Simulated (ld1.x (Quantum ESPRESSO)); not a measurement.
Which change was made? (S, ultrasoft)

ld1.x (Quantum ESPRESSO) 7.5 input, shortened:

```
&input
   title='S', zed=16., rel=1, dft='PBESOL', iswitch=3,
   config='[Ne] 3s1.75 3p4.25 3d-2'
 /
 &inputp
   pseudotype=3, tm=.true., lloc=-1, rcloc=1.45,
   nlcc=.false.
 /
5
3S  1  0   1.75   0.00  1.45  1.65  0.0
3S  1  0   0.00  -0.85  1.45  1.65  0.0
3P  2  1   4.25   0.00  1.25  1.65  0.0
3P  2  1   0.00   0.25  1.25  1.65  0.0
3D  3  2  -2.00   0.35  1.30  1.50  0.0
 &test
   configts(1)='3s1.75 3p4.25'
 /
```

Cutoffs, loose and tight: the cutoffs (Ry, on a coarse ladder) from which the occupation-weighted sum of valence levels, in a spherical-Bessel basis at the reference potential, stays within 10 and 1 mRy of its value at 400 Ry. They do not see the model core or the augmentation charge, which bear on the density cutoff. Test errors are all-electron minus pseudo excitation energies from the reference, over the configurations 3s2 3p4; 3s2 3p3; 3s2 3p2; 3s2 3p1; 3s0 3p6; 3s1 3p4; 3s2 3p3.5; variants that change the core or the reference have their own tests.

The base gives: outcome: generated; cutoff, loose: 18 Ry; cutoff, tight: 30 Ry; bound ghosts: none; largest test error (meV): +52.

After one change the result is: outcome: generated; cutoff, loose: 35 Ry; cutoff, tight: 50 Ry; bound ghosts: none; largest test error (meV): +100. Which change was it?
A. reference 3s1 3p5; added wave 3d channel at 2.65 Ry: rcut 1.30, rcutus 1.50 bohr
B. type TM semilocal; waves now 3s (bound): rc 1.65 bohr; 3p (bound): rc 1.65 bohr; 3d channel at 0.35 Ry: rc 1.50 bohr; local potential the d channel
C. functional LDA (PZ); added wave 3d channel at 1.7 Ry: rcut 1.30, rcutus 1.50 bohr
D. all radii scaled by about 1.23 (s 2.02, p 2.02, d 1.84 bohr, rcut 1.78/1.54/1.60); local potential all-electron potential smoothed inside 1.78 bohr (lloc = -1)

B. The others give: functional LDA (PZ); added wave 3d channel at 1.7 Ry: rcut 1.30, rcutus 1.50 bohr → outcome: generated; cutoff, loose: 18 Ry; cutoff, tight: 30 Ry; bound ghosts: none; largest test error (meV): +89 | reference 3s1 3p5; added wave 3d channel at 2.65 Ry: rcut 1.30, rcutus 1.50 bohr → outcome: generated; cutoff, loose: 21 Ry; cutoff, tight: 30 Ry; bound ghosts: none; largest test error (meV): +47 | all radii scaled by about 1.23 (s 2.02, p 2.02, d 1.84 bohr, rcut 1.78/1.54/1.60); local potential all-electron potential smoothed inside 1.78 bohr (lloc = -1) → outcome: generated; cutoff, loose: 15 Ry; cutoff, tight: 21 Ry; bound ghosts: none; largest test error (meV): +101.
